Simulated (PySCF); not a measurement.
C₃H₆Ge.
Bonds: Ge1–C2, C2–C3, C3–C4 (double), C2–C4. Hydrogens: H5, H6, H7 on Ge1; H8 on C2; H9 on C3; H10 on C4.

A GFN2-xTB structure with every atom displaced at random (by about 0.01 Å) was refined with PBE0-D3(BJ)/def2-SVP geometry optimisation, gas phase (PySCF 2.14.0). Values at the start:

```tsv
coordinate	start
Ge1–C2	1.988 Å
Ge1–H5	1.509 Å
Ge1–H6	1.461 Å
C2–C3	1.519 Å
C2–H8	1.098 Å
C3=C4	1.316 Å
C3–H9	1.030 Å
C2–Ge1–H5	110.7°
C2–Ge1–H6	110.8°
C2–C3–C4	62.7°
C3–C2–C4	51.9°
C3–C4–H10	147.7°
C4–C3–H9	152.1°
H5–Ge1–H6	108.5°
H5–Ge1–H7	106.3°
Ge1–C2–C3–C4	106°
Ge1–C2–C4–C3	-109°
```

**Question.** How do these coordinates change at the PBE0-D3(BJ)/def2-SVP level?

**Answer.** 
```json
{"coordinate": "Ge1–H6", "PBE0-D3(BJ)/def2-SVP (Å or °)": "1.543", "change": "+0.082"}
{"coordinate": "C3–H9", "PBE0-D3(BJ)/def2-SVP (Å or °)": "1.087", "change": "+0.057"}
{"coordinate": "Ge1–H5", "PBE0-D3(BJ)/def2-SVP (Å or °)": "1.544", "change": "+0.035"}
{"coordinate": "Ge1–C2", "PBE0-D3(BJ)/def2-SVP (Å or °)": "1.959", "change": "-0.029"}
{"coordinate": "C3=C4", "PBE0-D3(BJ)/def2-SVP (Å or °)": "1.295", "change": "-0.021"}
{"coordinate": "C2–C3", "PBE0-D3(BJ)/def2-SVP (Å or °)": "1.509", "change": "-0.010"}
{"coordinate": "C2–H8", "PBE0-D3(BJ)/def2-SVP (Å or °)": "1.105", "change": "+0.007"}
{"coordinate": "C3–C4–H10", "PBE0-D3(BJ)/def2-SVP (Å or °)": "150.5", "change": "+2.8"}
{"coordinate": "C2–C3–C4", "PBE0-D3(BJ)/def2-SVP (Å or °)": "64.6", "change": "+1.9"}
{"coordinate": "C2–Ge1–H6", "PBE0-D3(BJ)/def2-SVP (Å or °)": "108.9", "change": "-1.9"}
{"coordinate": "C4–C3–H9", "PBE0-D3(BJ)/def2-SVP (Å or °)": "150.5", "change": "-1.6"}
{"coordinate": "H5–Ge1–H7", "PBE0-D3(BJ)/def2-SVP (Å or °)": "107.8", "change": "+1.5"}
{"coordinate": "C3–C2–C4", "PBE0-D3(BJ)/def2-SVP (Å or °)": "50.8", "change": "-1.1"}
{"coordinate": "H5–Ge1–H6", "PBE0-D3(BJ)/def2-SVP (Å or °)": "109.0", "change": "+0.5"}
{"coordinate": "C2–Ge1–H5", "PBE0-D3(BJ)/def2-SVP (Å or °)": "111.1", "change": "+0.4"}
{"coordinate": "Ge1–C2–C3–C4", "PBE0-D3(BJ)/def2-SVP (Å or °)": "107", "change": "+1"}
{"coordinate": "Ge1–C2–C4–C3", "PBE0-D3(BJ)/def2-SVP (Å or °)": "-107", "change": "+2"}
```

The energy falls by 19.2 kJ/mol over 9 energy and gradient evaluations, the largest force component goes from 0.0531 to 3.7e-04 Eh/bohr, and the atoms move by 0.052 Å rms after alignment. The bond that changes most is Ge1–H6 (ends: germanium bonded to C and 3 H; Ge–H hydrogen), which lengthens by 0.082 Å. Bonds longer at the end by more than 0.005 Å: 7 of 10; shorter: 3. Rotational constants go from 17052, 2443, 2364 to 16929, 2461, 2383 MHz.

The run used 104 basis functions and 55 SCF cycles in all.

No frequency check.
